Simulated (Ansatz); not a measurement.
Reaction (ligand exchange at the In–C bond): `C=[CH][InH2]` + HBr → `[Br][InH2]` + ethylene

Computed with Ansatz on PBE0-D4/def2-TZVP structures; ΔE is electronic, products minus reactants. CBS: MP2 limit from def2 TZ/QZ plus the TZ coupled-cluster correction, frozen cores. This one scheme is used for every species. DFT in def2-TZVPP. B3LYP here is the variant with VWN-RPA as its local correlation; programs differ in this. Elements past krypton have def2 core potentials. For Br, In outer-core shells are correlated without core-valence functions, which leaves a few kJ/mol of doubt a bond. Scalar relativity is left out up to krypton.

| level | ΔE (kJ/mol) | difference from CCSD(T)/CBS |
| --- | --- | --- |
| PBE-D4 | -161.0 | 4.2 |
| PBE-QIDH | -167.7 | -2.5 |
| BLYP | -167.4 | -2.2 |
| B3LYP | -171.5 | -6.3 |
| r2SCANh | -171.8 | -6.6 |
| CCSD/def2-SVP | -167.5 | -2.3 |
| HF/def2-TZVPP | -190.7 | -25.5 |
| SCS-MP2/def2-TZVPP | -160.1 | 5.1 |
| SCS-MP2/def2-QZVPP | -164.1 | 1.1 |
| CCSD/CBS(def2) | -168.9 | -3.7 |
| CCSD(T)/CBS | -165.2 | 0 |

Largest T1 diagnostic among the species: 0.013.

Leaving LDA and LC-ωPBE aside and taking each functional with its dispersion term where it has one, the values, not all of them listed here, spread over 17.9 kJ/mol, from BHLYP-D4 to revPBE-D4. LDA lies +7.6 kJ/mol from PBE without D4. From r2SCAN to r2SCAN0 (25 % exact exchange), in def2-TZVPP and without D4, ΔE moves by −3.2 kJ/mol. In def2-TZVPP, CCSD(T) changes the Hartree–Fock value by +33.2 kJ/mol (the triples alone add +3.8 kJ/mol) and MP2 by +32.8 kJ/mol.
